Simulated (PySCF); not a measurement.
A geometry optimisation on `[SnH3][N]1CCC=N1`.

Computed with PBE0-D3(BJ)/def2-SVP geometry optimisation, gas phase, def2 core potentials past Kr (PySCF 2.14.0). Start geometry: GFN2-xTB. A driver script takes a list of jobs; this job's settings line and coordinates (Å) are shown.

Input:
```
{"job": {"xc": "PBE0", "basis": "def2-SVP", "d3": "d3bj", "grid": 1, "maxiter": 30, "shake": 0.01, "kind": "geom"}, "charge": 0, "multiplicity": 1}
Sn     2.448200     0.075110    -0.298010
N      0.423400    -0.035330    -0.295220
C     -0.470740    -0.715090     0.650430
C     -1.805920    -0.136880     0.347780
C     -1.488170     0.873080    -0.711520
N     -0.255910     0.899720    -1.000640
H      3.003620    -1.459140    -0.396780
H      3.005440     0.782450     1.114420
H      2.723640     1.023500    -1.609960
H     -0.136420    -0.502110     1.694630
H     -0.396960    -1.794480     0.508380
H     -2.516060    -0.891720    -0.040160
H     -2.338560     0.334080     1.210440
H     -2.202730     1.531730    -1.181560
```

Output:
```
step   0  E = -442.43298512  max force = 0.040569
step   1  E = -442.43834735  max force = 0.011537
step   2  E = -442.44001367  max force = 0.003156
step   3  E = -442.44012641  max force = 0.001276
step   4  E = -442.44018569  max force = 0.000855
step   5  E = -442.44029967  max force = 0.003343
step   6  E = -442.44044721  max force = 0.005465
step   7  E = -442.44067415  max force = 0.004749
step   8  E = -442.44079134  max force = 0.002143
step   9  E = -442.44082504  max force = 0.000553
step  10  E = -442.44083528  max force = 0.000454
step  11  E = -442.44084753  max force = 0.000240
optimisation converged
```

Energies in Eh; «max force» is the largest Cartesian gradient component in Eh/bohr.

Question: Give the first gradient maximum in eV/Å.

Answer: With 1 Eh/bohr = 51.422 eV/Å, 2.086 eV/Å.

Question: How much energy does the optimisation release, in eV?

Answer: E(step 0) − E(last step) = 0.007862 Eh, which is 0.214 eV.

Main results: final energy -442.44085 Eh after 11 steps; dipole 1.75 D.

Question: How long does this job take on one thread, Arm Neoverse V2 (aarch64) (shared host)? And the peak memory of the process?

Answer: About 88 s, with 0.54 GiB resident at the peak, the Python interpreter and its libraries included.
Labels such as C1 count atoms from 1, the log's own numbers from 0.
